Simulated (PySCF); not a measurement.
Here is a computed PBE0-D3(BJ)/def2-SVP geometry (Å):
```
atom  x, y, z in Å
F1     0.3929   -2.7395    0.3050
C2    -0.2656   -1.6037    0.1268
C3    -1.6506   -1.6291    0.0172
C4    -2.3477   -0.4377   -0.1662
C5    -1.6579    0.7718   -0.2395
C6    -0.2690    0.7914   -0.1316
C7     0.4344   -0.3981    0.0520
Br8    2.3059   -0.4038    0.2007
H9    -2.1599   -2.5928    0.0791
H10   -3.4362   -0.4571   -0.2513
H11   -2.2003    1.7087   -0.3814
H12    0.2837    1.7308   -0.1871
```

Neutral, closed shell.

**Question.** Read off the bonds between heavy atoms and their formal orders.

**Answer.** F1–C2 1.32 Å (single); C2–C3 1.39 Å (aromatic); C3–C4 1.39 Å (aromatic); C4–C5 1.39 Å (aromatic); C5–C6 1.39 Å (aromatic); C6–C7 1.39 Å (aromatic); C7–Br8 1.88 Å (single); C2–C7 1.40 Å (aromatic). Bonds to hydrogen (Å): C3–H9 1.09; C4–H10 1.09; C5–H11 1.09; C6–H12 1.09.

**Question.** Which species is it?

**Answer.** `Fc1ccccc1Br`, C6H4BrF. Among its features: benzene ring, C–F bond and C–Br bond.

**Question.** Name the point group.

**Answer.** Cs (tolerance 0.08 Å).

**Question.** Which rings does it hold (smallest set)?

**Answer.** C2–C3–C4–C5–C6–C7 (6 members, 0.00 Å rms from planarity).

**Question.** Describe the place of each heavy atom.

**Answer.** F1: aryl fluorine; C2: aromatic C–F carbon; C3: aromatic CH carbon; C4: aromatic CH carbon; C5: aromatic CH carbon; C6: aromatic CH carbon; C7: aromatic C–Br carbon; Br8: aryl bromine.

**Question.** What is the arrangement about C7?

**Answer.** It has 3 neighbours (C6, Br8, C2) and is planar (angles 121.1°, 119.5° and 119.4°, sum 360.0°, 0.00 Å off the plane of its three neighbours).

**Question.** What is the arrangement about C4?

**Answer.** It has 3 neighbours (C3, C5, H10) and is planar (angles 120.3°, 120.1° and 119.6°, sum 360.0°, 0.00 Å off the plane of its three neighbours).
